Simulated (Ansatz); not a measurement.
Basis-set extrapolation for `O[SiH](S)S` (PBE0-D4/def2-TZVP geometry, frozen core, Ansatz 0.2.0). Multiplicity 1, RHF reference.

```tsv
	def2-TZVPP	def2-QZVPP
HF	-1161.377142	-1161.412630
MP2 correlation	-0.717829	-0.779893
CCSD(T) correlation	-0.796512	not run
```

Energies in hartree. Use E(X) = E(∞) + A·exp(−7.88·√X) for Hartree–Fock and E(X) = E(∞) + B·X^(−2.97) for correlation, with X = 3 and 4, and add CCSD(T) minus MP2 of the smaller set to the MP2 limit.

Task: What is the CCSD(T) energy at the basis-set limit?

Result: HF limit: -1161.412630 + (-0.035488) × 0.13774 = -1161.41752. MP2 limit: -0.779893 + (-0.062064) × 0.74074 = -0.82587. Higher-order term: -0.796512 − (-0.717829) = -0.07868. Total: -1162.32207 hartree, 93.1 kcal/mol below CCSD(T)/def2-TZVPP.
